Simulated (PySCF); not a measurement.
# Tl: excitation energy

Tl [Xe] 4f14 5d10 6s2 6p1 (2P) → Tl [Xe] 4f14 5d10 6s1 6p1 7s1 (4P), as a difference of total energies. All numbers are calculated (PySCF 2.14, scalar relativity through the core potential, in aug-cc-pwCVTZ-PP with ECP60MDF (8s7p6d4f1g, 96 functions)). Correlated levels: valence: 5s2 5p6 5d10 frozen. The calculations carry no spin-orbit coupling.

```
           method  excitation energy (cm⁻¹)
              UHF                     63372
    MP2 (valence)                     68163
SCS-MP2 (valence)                     69771
   CCSD (valence)                     69331
CCSD(T) (valence)                     69436
```

The upper state lies above the first ionisation limit, but in LS coupling its spin forbids autoionisation to the ground ion; at this Z spin-orbit coupling breaks that rule. A Rydberg-like electron needs more diffuse functions than a valence basis has.

The promoted electron is Rydberg-like, and one or two diffuse shells describe it only roughly, which tends to raise the upper state.
